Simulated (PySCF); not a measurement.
Geometry:
```
atom   x (Å)   y (Å)   z (Å)
  F1  -0.838  -2.561  -0.785
  C2  -1.458  -1.434  -0.470
  F3  -2.585  -1.736   0.176
  F4  -1.789  -0.814  -1.609
  C5  -0.593  -0.543   0.405
  C6  -1.259   0.794   0.753
  C7  -0.209   1.836   0.361
  C8   0.534   1.152  -0.764
  O9   0.594  -0.220  -0.324
Al10   2.377  -1.084   0.048
 H11  -0.289  -1.133   1.282
 H12  -2.182   0.926   0.169
 H13  -1.528   0.841   1.816
 H14   0.483   2.025   1.196
 H15  -0.650   2.795   0.056
 H16   1.569   1.491  -0.905
 H17  -0.006   1.188  -1.722
 H18   3.106   0.232   0.619
 H19   2.826  -1.587  -1.401
 H20   1.850  -2.153   1.122
```

Geometry: PBE0-D3(BJ)/def2-SVP; GIAO shifts from PySCF 2.14.0 with density-fitted response routines, gas phase, non-relativistic, averaged over equivalent atoms.

At PBE0/pcSseg-1 (227 basis functions, 40 s wall time on 1 thread of an Arm Neoverse V2, shared host):
```csv
atoms,δ (ppm)
F1/F3/F4,-92.1
C2,129.3
C5,81.5
C8,75.1
C6,27.5
C7,27.2
O9,65.5
Al10,94.4
H11,4.72
H16,4.48
H18/H19/H20,4.25
H17,3.84
H13,2.20
H14,2.04
H12,1.99
H15,1.84
```

References, each an isolated molecule treated in the same way: CFCl3 for 19F (177.25 ppm); 13C (184.41 ppm) and 1H (31.27 ppm) vs TMS; 17O (334.56 ppm) against H2O; AlH4- for 27Al (489.28 ppm).

Question: What do these become at WP04/pcSseg-1?

Answer: 
```json
{"atoms": "F1/F3/F4", "δ at WP04/pcSseg-1": "-89.1", "change": "+3.0"}
{"atoms": "C2", "δ at WP04/pcSseg-1": "134.1", "change": "+4.8"}
{"atoms": "C5", "δ at WP04/pcSseg-1": "84.7", "change": "+3.2"}
{"atoms": "C8", "δ at WP04/pcSseg-1": "77.7", "change": "+2.6"}
{"atoms": "C6", "δ at WP04/pcSseg-1": "30.4", "change": "+2.9"}
{"atoms": "C7", "δ at WP04/pcSseg-1": "29.9", "change": "+2.7"}
{"atoms": "O9", "δ at WP04/pcSseg-1": "67.0", "change": "+1.5"}
{"atoms": "Al10", "δ at WP04/pcSseg-1": "71.4", "change": "-23.0"}
{"atoms": "H11", "δ at WP04/pcSseg-1": "4.77", "change": "+0.05"}
{"atoms": "H16", "δ at WP04/pcSseg-1": "4.40", "change": "-0.08"}
{"atoms": "H18/H19/H20", "δ at WP04/pcSseg-1": "3.20", "change": "-1.05"}
{"atoms": "H17", "δ at WP04/pcSseg-1": "3.86", "change": "+0.02"}
{"atoms": "H13", "δ at WP04/pcSseg-1": "2.18", "change": "-0.02"}
{"atoms": "H14", "δ at WP04/pcSseg-1": "2.05", "change": "+0.01"}
{"atoms": "H12", "δ at WP04/pcSseg-1": "2.07", "change": "+0.08"}
{"atoms": "H15", "δ at WP04/pcSseg-1": "1.84", "change": "+0.00"}
```

Chemical shifts δ = σref − σ; CFCl3 for 19F (176.96 ppm); 13C (172.44 ppm), 1H (31.56 ppm) vs TMS; H2O for 17O (317.54 ppm); AlH4- for 27Al (483.51 ppm), all at this level.

The largest change is at Al10 (aluminium bonded to O, 3 H). Cost: 227 basis functions, 37 s wall time on 1 thread of an Arm Neoverse V2, shared host. The order of the carbon signals is the same at both levels.

Unscaled 19F shifts against computed CFCl3 carry errors that often reach 10 to 50 ppm. Experimental scales use liquid or dissolved standards, which lie at an offset from isolated H2O (liquid H2O: subtract about 36 ppm).
